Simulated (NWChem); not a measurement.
System: C6H9O, doublet; SMILES O=C1CC[CH]CC1

Excerpt of the output:

```
             Northwest Computational Chemistry Package (NWChem) 7.3.0
             --------------------------------------------------------

                             Geometry "geometry" -> ""
                             -------------------------

 Output coordinates in angstroms (scale by  1.889725989 to convert to a.u.)

  No.       Tag          Charge          X              Y              Z
 ---- ---------------- ---------- -------------- -------------- --------------
    1 O                    8.0000     0.00000000     0.00000000     2.33970300
    2 C                    6.0000     0.00000000     0.00000000     1.13285600
    3 C                    6.0000     0.31155300     1.24677600     0.32708300
    4 C                    6.0000    -0.31674100     1.24993900    -1.06692900
    5 C                    6.0000     0.00000000     0.00000000    -1.81577600
    6 C                    6.0000     0.31674100    -1.24993900    -1.06692900
    7 C                    6.0000    -0.31155300    -1.24677600     0.32708300
    8 H                    1.0000     0.02997100     2.12231100     0.93010900
    9 H                    1.0000     1.41317300     1.27536100     0.23146600
   10 H                    1.0000     0.01501900     2.13784700    -1.63078900
   11 H                    1.0000    -1.41642100     1.37605300    -0.96458500
   12 H                    1.0000     0.00000000     0.00000000    -2.90880300
   13 H                    1.0000    -0.01501900    -2.13784700    -1.63078900
   14 H                    1.0000     1.41642100    -1.37605300    -0.96458500
   15 H                    1.0000    -0.02997100    -2.12231100     0.93010900
   16 H                    1.0000    -1.41317300    -1.27536100     0.23146600

 Effective nuclear repulsion energy (a.u.)     298.4022642738

                                 NWChem DFT Module
                                 -----------------

 Summary of "ao basis" -> "ao basis" (spherical)
 ------------------------------------------------------------------------------
       Tag                 Description            Shells   Functions and Types
 ---------------- ------------------------------  ------  ---------------------
 O                           6-31g*                  6       14   3s2p1d
 C                           6-31g*                  6       14   3s2p1d
 H                           6-31g*                  2        2   2s

 in cosmo_initialize ...

 solvent parameters
 solvname_short: unkn
 solvname_long:  unknown
 dielec:       25.0000

          ---------------
          -cosmo- solvent
          ---------------
 Cosmo: York-Karplus, doi: 10.1021/jp992097l
 dielectric constant -eps-     =  25.00
 screen = (eps-1)/(eps    )    =   0.96000
 surface charge correction     = lagrangian

   van der Waals surface
 --------------------------

 ---------- ATOMIC COORDINATES (A.U.) ------------ VDWR(ANG.) --
     1    0.00000000    0.00000000    4.42139756     1.720
     2    0.00000000    0.00000000    2.14078742     2.000
     3    0.58874980    2.35606501    0.61809725     2.000
     4   -0.59855370    2.36204221   -2.01620346     2.000
     5    0.00000000    0.00000000   -3.43131910     2.000
     6    0.59855370   -2.36204221   -2.01620346     2.000
     7   -0.58874980   -2.35606501    0.61809725     2.000
     8    0.05663698    4.01058625    1.75765115     1.300
     9    2.67050974    2.41008283    0.43740732     1.300
    10    0.02838179    4.03994504   -3.08174436     1.300
    11   -2.67664757    2.60036312   -1.82280134     1.300
    12    0.00000000    0.00000000   -5.49684062     1.300
    13   -0.02838179   -4.03994504   -3.08174436     1.300
    14    2.67664757   -2.60036312   -1.82280134     1.300
    15   -0.05663698   -4.01058625    1.75765115     1.300
    16   -2.67050974   -2.41008283    0.43740732     1.300
 number of segments per atom =         32
 number of   points per atom =         32
 atom (   nspa,  nppa )
 ----------------------
    1 (     20,     0 )       0
    2 (     10,     0 )       0
    3 (      8,     0 )       0
    4 (      9,     0 )       0
    5 (     10,     0 )       0
    6 (      9,     0 )       0
    7 (      8,     0 )       0
    8 (     15,     0 )       0
    9 (     16,     0 )       0
   10 (     15,     0 )       0
   11 (     16,     0 )       0
   12 (     16,     0 )       0
   13 (     15,     0 )       0
   14 (     16,     0 )       0
   15 (     15,     0 )       0
   16 (     16,     0 )       0
 number of -cosmo- surface points =      214
 molecular surface =    141.443 angstrom**2
 molecular volume  =    128.653 angstrom**3
 G(cav/disp)       =      1.567 kcal/mol
 -lineq- algorithm             =   0
 -bem- low  level              =   2
 -bem- from -octahedral-
 gaussian surface charge width =   4.50000
 degree of switching           =   1.00000
 switching function tolerance  =   0.00010
 atomic radii =
 --------------
    1  8.000  1.720
    2  6.000  2.000
    3  6.000  2.000
    4  6.000  2.000
    5  6.000  2.000
    6  6.000  2.000
    7  6.000  2.000
    8  1.000  1.300
    9  1.000  1.300
   10  1.000  1.300
   11  1.000  1.300
   12  1.000  1.300
   13  1.000  1.300
   14  1.000  1.300
   15  1.000  1.300
   16  1.000  1.300
 ...... end of -cosmo- initialization ......

            General Information
            -------------------
          SCF calculation type: DFT
          Wavefunction type:  spin polarized.
          No. of atoms     :    16
          No. of electrons :    53
           Alpha electrons :    27
            Beta electrons :    26
          Charge           :     0
          Spin multiplicity:     2
          Use of symmetry is: off; symmetry adaption is: off
          Maximum number of iterations: 150
          AO basis - number of functions:   116
                     number of shells:    60
          Convergence on energy requested:  1.00D-06
          Convergence on density requested:  1.00D-05
          Convergence on gradient requested:  5.00D-04

              XC Information
              --------------
                       M06-2X Method XC Functional
                     Hartree-Fock (Exact) Exchange  0.540
                        M06-2X Exchange Functional  1.000
                      M06-2X Correlation Potential  1.000

[...]

                                   COSMO solvation results
                                   -----------------------

                 gas phase energy =      -309.071771034831
                 sol phase energy =      -309.080306458494
 (electrostatic) solvation energy =         0.008535423663 (    5.36 kcal/mol)

                    DFT Final Alpha Molecular Orbital Analysis
                    ------------------------------------------

 Vector   25  Occ=1.000000D+00  E=-3.916078D-01
              MO Center=  2.6D-09,  1.9D-08,  3.3D-01, r^2= 4.5D+00
   Bfn.  Coefficient  Atom+Function         Bfn.  Coefficient  Atom+Function
  ----- ------------  ---------------      ----- ------------  ---------------
     3      0.282570   1 O  px               60      0.230596   5 C  py
     7      0.203920   1 O  px               31     -0.166357   3 C  px
    87     -0.166357   7 C  px                4     -0.160465   1 O  py
    46     -0.155000   4 C  py               74     -0.155000   6 C  py
   101     -0.115635   9 H  s               115      0.115635  16 H  s

 Vector   26  Occ=1.000000D+00  E=-3.139161D-01
              MO Center=  3.1D-10,  1.3D-10,  1.3D+00, r^2= 2.8D+00
   Bfn.  Coefficient  Atom+Function         Bfn.  Coefficient  Atom+Function
  ----- ------------  ---------------      ----- ------------  ---------------
     4      0.484078   1 O  py                8      0.379238   1 O  py
    18     -0.216597   2 C  py               34     -0.202997   3 C  s
    90      0.202997   7 C  s                32      0.201679   3 C  py
    88      0.201679   7 C  py               33     -0.151082   3 C  pz
    89      0.151082   7 C  pz               36      0.138338   3 C  py

 Vector   27  Occ=1.000000D+00  E=-2.317806D-01
              MO Center=  1.2D-09, -1.2D-09, -1.6D+00, r^2= 2.2D+00
   Bfn.  Coefficient  Atom+Function         Bfn.  Coefficient  Atom+Function
  ----- ------------  ---------------      ----- ------------  ---------------
    59      0.535885   5 C  px               63      0.509033   5 C  px
   106      0.199737  11 H  s               112     -0.199737  14 H  s
    64      0.146958   5 C  py               60      0.143430   5 C  py
   105      0.134520  11 H  s               111     -0.134520  14 H  s
   104     -0.114874  10 H  s               110      0.114874  13 H  s

 Vector   28  Occ=0.000000D+00  E= 3.265055D-02
              MO Center=  8.1D-11,  1.2D-09,  1.2D+00, r^2= 2.4D+00
   Bfn.  Coefficient  Atom+Function         Bfn.  Coefficient  Atom+Function
  ----- ------------  ---------------      ----- ------------  ---------------
    21      0.498663   2 C  px               17      0.480923   2 C  px
     7     -0.421626   1 O  px                3     -0.363332   1 O  px
   102     -0.328454   9 H  s               116      0.328454  16 H  s
   100      0.240262   8 H  s               114     -0.240262  15 H  s
    22     -0.180767   2 C  py              104     -0.161155  10 H  s

 Vector   29  Occ=0.000000D+00  E= 1.297559D-01
              MO Center=  1.1D-08,  2.3D-08, -4.5D-01, r^2= 7.2D+00
   Bfn.  Coefficient  Atom+Function         Bfn.  Coefficient  Atom+Function
  ----- ------------  ---------------      ----- ------------  ---------------
    48      0.999483   4 C  s                76      0.999483   6 C  s
    34      0.974126   3 C  s                90      0.974126   7 C  s
   102     -0.691203   9 H  s               116     -0.691203  16 H  s
   104     -0.649216  10 H  s               110     -0.649216  13 H  s
   106     -0.615023  11 H  s               112     -0.615023  14 H  s

 Vector   30  Occ=0.000000D+00  E= 1.717370D-01
              MO Center= -1.4D-07,  2.9D-09, -1.7D+00, r^2= 5.8D+00
   Bfn.  Coefficient  Atom+Function         Bfn.  Coefficient  Atom+Function
  ----- ------------  ---------------      ----- ------------  ---------------
   108      1.384389  12 H  s                62     -1.258466   5 C  s
    20     -0.738070   2 C  s                65      0.608848   5 C  pz
   102     -0.588649   9 H  s               116     -0.588649  16 H  s
    34      0.562737   3 C  s                90      0.562737   7 C  s
   104      0.524740  10 H  s               110      0.524740  13 H  s

                     DFT Final Beta Molecular Orbital Analysis
                     -----------------------------------------

 Vector   24  Occ=1.000000D+00  E=-3.899399D-01
              MO Center=  2.0D-10, -3.0D-08, -9.1D-01, r^2= 4.0D+00
   Bfn.  Coefficient  Atom+Function         Bfn.  Coefficient  Atom+Function
  ----- ------------  ---------------      ----- ------------  ---------------
    61      0.274263   5 C  pz               47     -0.235465   4 C  pz
    75     -0.235465   6 C  pz               33      0.213893   3 C  pz
    89      0.213893   7 C  pz              107     -0.191770  12 H  s
   108     -0.190695  12 H  s                 5      0.122380   1 O  pz
    65      0.120701   5 C  pz               51     -0.115135   4 C  pz

 Vector   25  Occ=1.000000D+00  E=-3.861208D-01
              MO Center=  1.9D-10,  1.1D-08,  1.3D-01, r^2= 4.5D+00
   Bfn.  Coefficient  Atom+Function         Bfn.  Coefficient  Atom+Function
  ----- ------------  ---------------      ----- ------------  ---------------
     3      0.256390   1 O  px               60      0.231604   5 C  py
     7      0.186164   1 O  px               46     -0.168475   4 C  py
    74     -0.168475   6 C  py               31     -0.161958   3 C  px
    87     -0.161958   7 C  px                4     -0.149192   1 O  py
    45      0.136180   4 C  px               73      0.136180   6 C  px

 Vector   26  Occ=1.000000D+00  E=-3.130929D-01
              MO Center=  1.9D-10,  3.1D-10,  1.3D+00, r^2= 2.9D+00
   Bfn.  Coefficient  Atom+Function         Bfn.  Coefficient  Atom+Function
  ----- ------------  ---------------      ----- ------------  ---------------
     4      0.480473   1 O  py                8      0.377372   1 O  py
    18     -0.219859   2 C  py               34     -0.204812   3 C  s
    90      0.204812   7 C  s                32      0.203369   3 C  py
    88      0.203369   7 C  py               33     -0.145002   3 C  pz
    89      0.145002   7 C  pz               36      0.137458   3 C  py

 Vector   27  Occ=0.000000D+00  E= 1.891730D-02
              MO Center=  4.5D-10, -2.9D-09, -1.6D+00, r^2= 2.5D+00
   Bfn.  Coefficient  Atom+Function         Bfn.  Coefficient  Atom+Function
  ----- ------------  ---------------      ----- ------------  ---------------
    63      0.577145   5 C  px               59      0.432999   5 C  px
   106      0.276938  11 H  s               112     -0.276938  14 H  s
    64      0.194057   5 C  py              104     -0.179230  10 H  s
   110      0.179230  13 H  s               100      0.170541   8 H  s
   114     -0.170541  15 H  s                34     -0.159153   3 C  s

 Vector   28  Occ=0.000000D+00  E= 3.288041D-02
              MO Center= -1.6D-10,  2.2D-09,  1.1D+00, r^2= 2.6D+00
   Bfn.  Coefficient  Atom+Function         Bfn.  Coefficient  Atom+Function
  ----- ------------  ---------------      ----- ------------  ---------------
    21      0.496524   2 C  px               17      0.474905   2 C  px
     7     -0.417386   1 O  px                3     -0.358888   1 O  px
   102     -0.343699   9 H  s               116      0.343699  16 H  s
   100      0.214427   8 H  s               114     -0.214427  15 H  s
    22     -0.167767   2 C  py               48      0.150114   4 C  s

 Vector   29  Occ=0.000000D+00  E= 1.293563D-01
              MO Center=  1.7D-08,  2.4D-08, -4.1D-01, r^2= 7.2D+00
   Bfn.  Coefficient  Atom+Function         Bfn.  Coefficient  Atom+Function
  ----- ------------  ---------------      ----- ------------  ---------------
    48      1.001609   4 C  s                76      1.001609   6 C  s
    34      0.974662   3 C  s                90      0.974662   7 C  s
   102     -0.706313   9 H  s               116     -0.706313  16 H  s
   104     -0.643059  10 H  s               106     -0.641952  11 H  s
   110     -0.643059  13 H  s               112     -0.641952  14 H  s

   alpha - beta orbital overlaps
   -----------------------------

   alpha      1      2      3      4      5      6      7      8      9     10
    beta      1      2      4      3      6      5      7      8      9     10
 overlap   1.000  1.000  0.974  0.993  0.979  0.993  0.957  1.000  0.995  1.000

   alpha     11     12     13     14     15     16     17     18     19     20
    beta     11     12     13     14     16     15     17     18     19     20
 overlap   0.991  1.000  0.985  0.986  0.992  0.995  0.998  0.996  0.997  0.979

   alpha     21     22     23     24     25     26     27     28     29     30
    beta     21     22     23     24     25     26     27     28     29     31
 overlap   0.998  0.997  0.988  0.998  0.994  0.998  0.962  0.989  0.999  0.992

   alpha     31     32     33     34     35     36     37     38     39     40
    beta     30     32     33     34     35     36     37     38     39     40
 overlap   0.999  0.994  0.998  0.991  0.998  0.984  0.996  0.982  0.995  0.996

   alpha     41     42     43     44     45     46     47     48     49     50
    beta     41     42     43     44     45     46     47     48     49     50
 overlap   0.995  0.986  0.989  0.996  1.000  0.944  0.999  0.980  0.872  0.983

[...]
```

Level: M06-2X/6-31G* (spherical d), spin-unrestricted, COSMO on the gas-phase geometry. In the optimisation the excess spin sits in b (C2, its own frame). Coordinates come from a PBE0/def2-SVP, spin-unrestricted optimisation. No frequency run checked for a minimum. No stability test was run on the SCF state. COSMO prints the solvation energy as gas minus solution, so a positive value is a stabilisation.

Task: Write an input that gives this output.

Result: Several could match; the one computed here: the input that was run:
```
start job
memory heap 200 mb stack 900 mb global 1100 mb
geometry units angstroms noautosym nocenter noautoz
  O      0.000000     0.000000     2.339703
  C      0.000000     0.000000     1.132856
  C      0.311553     1.246776     0.327083
  C     -0.316741     1.249939    -1.066929
  C      0.000000     0.000000    -1.815776
  C      0.316741    -1.249939    -1.066929
  C     -0.311553    -1.246776     0.327083
  H      0.029971     2.122311     0.930109
  H      1.413173     1.275361     0.231466
  H      0.015019     2.137847    -1.630789
  H     -1.416421     1.376053    -0.964585
  H      0.000000     0.000000    -2.908803
  H     -0.015019    -2.137847    -1.630789
  H      1.416421    -1.376053    -0.964585
  H     -0.029971    -2.122311     0.930109
  H     -1.413173    -1.275361     0.231466
end
basis spherical
  * library 6-31g*
end
dft
  odft
  mult 2
  xc m06-2x
  iterations 150
end
cosmo
  dielec 25.0
end
task dft energy
```
